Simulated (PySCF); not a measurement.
A structure optimised at PBE0-D3(BJ)/def2-TZVP, used in a PySCF frequency run:

```
Zn
O 1 1.7747
H 2 0.9576 1 117.76
H 1 1.5142 3 163.13 2 180.00
```
Charge 0, spin multiplicity 1.

Problem. Write its SMILES, formula and point group.

Solution. [OH][ZnH], H₂OZn, Cs

Problem. What are its rotational constants (standard atomic weights)?

Solution. 766.23, 10.624, 10.479 GHz
